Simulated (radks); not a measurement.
Species: Nd+. Configuration: [Xe] 4f(up 2, down 2) 6s(up 0.5, down 0.5) (fractional occupations, a model configuration). Method: scalar-relativistic Kohn-Sham, LDA (Slater exchange, Perdew-Wang correlation), spin-polarised, spherical densities, point nucleus; computed with a radial shooting solver on a logarithmic mesh with Libxc functionals.

Normalised radial functions P(r) = r R(r), r in bohr:

```
   r/bohr * 5p, o 6s, + 4f (the largest magnitude, 0.954, reaches the edge; | marks zero, & curves that meet)
 0.003862                             &o
 0.004496                             &o
 0.005234                             &o
 0.006093                             &o
 0.007094                             +&
 0.008258                             +&
 0.009691                             +&
  0.01128                             +&
  0.01313                             +o*
  0.01529                             +o*
   0.0178                             +o*
  0.02072                             +o *
  0.02412                             +o  *
  0.02808                             &   *
  0.03269                             &    *
  0.03806                            o+    *
  0.04431                           o +     *
    0.052                           o +     *
  0.06053                           o +     *
  0.07047                           o +    *
  0.08204                           o |+ *
  0.09551                            o|&
   0.1112                            *o +
   0.1294                         *   |o +
   0.1507                      *      | o +
   0.1754                     *       |  o  +
   0.2042                     *       |  o    +
   0.2397                       *     |  o       +
    0.279                          *  |o            +
   0.3248                            o| *              +
   0.3781                          o  |       *           +
   0.4402                        o    |          *           +
   0.5124                        o    |            *           +
   0.5966                          o  |          *               +
   0.6945                             o    *                     +
   0.8085                          *  |  o                      +
   0.9412                  *          |     o                 +
    1.096           *                 |       o             +
    1.286      *                      |       o          +
    1.497    *                        |    o          +
    1.743     *                       o            +
    2.029         *              o    |         +
    2.362              *    o         |       +
     2.75               o   *         |     +
    3.201             o         *     |   +
    3.726             o           *   |  +
    4.338              o            * | +
     5.05                 o          *|+
    5.926                     o       *+
    6.899                        o    &
    8.032                          o  &
     9.35                            o&
    10.89                             &
    12.67                             &
```

5p: eigenvalue -28.190 eV, 3 radial nodes at r = 0.102, 0.303, 0.771 bohr, <r> = 1.73 bohr, 90 % of the charge inside 2.53 bohr. 6s: eigenvalue -8.450 eV, 5 radial nodes at r = 0.0290, 0.115, 0.300, 0.701, 1.76 bohr, <r> = 3.97 bohr, 90 % of the charge inside 5.73 bohr. 4f: eigenvalue -7.917 eV, 0 radial nodes, <r> = 1.10 bohr, 90 % of the charge inside 1.97 bohr.
